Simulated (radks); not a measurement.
Problem. The mean radii <r> (bohr) of the occupied orbitals of an atom or ion are listed with their occupations. All-electron calculation, scalar-relativistic Kohn-Sham, LDA (Slater exchange, Perdew-Wang correlation), spin-unpolarised, spherical densities, finite nucleus; Fermi nuclear charge, rms radius of each element as measured or else 0.836 A^(1/3) + 0.57 fm. Program: a radial shooting solver on a logarithmic mesh with Libxc functionals.

| orbital | occ. | <r> |
|---|---|---|
| 1s | 1 | 0.3864 |

Name the element and its charge.

Solution. Z = 4, beryllium, charge +3: Be3+ in 1s1. The 1s radius gives Z: for a bare nucleus <r> = (2 gamma + 1)/(2Z) with gamma = sqrt(1 - (Z/c)^2), 0.3749 bohr for Z = 4, and the self-interaction of the functional makes it slightly larger (0.3864 here). The occupations add up to 1, and the charge is Z minus that.
